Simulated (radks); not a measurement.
The numbers below are computed, except where a source is named.
Fractional charge and spin in the 2s shell of aluminium: the spin-up occupation runs from 0 to 1 and the spin-down occupation from 0 to 1; the fullest corner is Al3+, [He] 2p6 2s(up 1, down 1). Code: a radial shooting solver on a logarithmic mesh with Libxc functionals. Model: scalar-relativistic Kohn-Sham, LDA (Slater exchange, Perdew-Wang correlation), spin-polarised, spherical densities, point nucleus. Energy (eV) minus the two flat planes that join the four corners (they meet along the diagonal where the two added fractions sum to one electron); zero is where a piecewise linear energy would lie.

down \ up,0,0.5,1
0,0.000,-4.149,0.000
0.5,-4.149,0.754,-3.904
1,0.000,-3.904,0.000

Corners above the fullest one (they belong to Al4+ and the next ion): (up 1, down 0) 157.50 eV, (up 0, down 1) 157.50 eV, (up 0, down 0) 350.24 eV. With half an added electron in each spin the energy lies 0.754 eV from the planes, and with half an added electron in spin up alone -4.149 eV. The planes are only a guide here: the flat-plane condition holds for ground states with one frontier orbital, while this shell lies below other occupied shells, so the corners above the fullest one are inner-hole states and not the ground states of those ions.
